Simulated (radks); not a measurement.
Results of a calculation; reference values are marked as such.
The indium ion In2+, [Kr] 4d10 5s1. Code: a radial shooting solver on a logarithmic mesh with Libxc functionals. Model: non-relativistic Kohn-Sham, r2SCAN, spin-polarised, spherical densities, point nucleus; meta-GGA in the generalised Kohn-Sham scheme. Every spin shell is full or empty, so the densities are truly spherical. Functionals are evaluated on that one density, not self-consistently. Rank these orbital-free kinetic functionals by their error against the exact value of the orbitals, and give that value: Thomas-Fermi, von Weizsacker, TF + vW, TF + vW/5, LC94, APBEK, Perdew 92, Thakkar, Pearson, PG1, DePristo-Kress, Ernzerhof.

Answer. Exact: 5739.51 hartree. From best to worst, with 100 (|E| - |E exact|)/|E exact| (equal figures are ties): DePristo-Kress -0.07, LC94 +0.09, APBEK +0.14, Ernzerhof -0.37, Thakkar -0.54, Perdew 92 -0.65, Pearson -0.91, TF + vW/5 +3.06, Thomas-Fermi -5.31, PG1 +15.24, TF + vW +36.55, von Weizsacker -58.14.
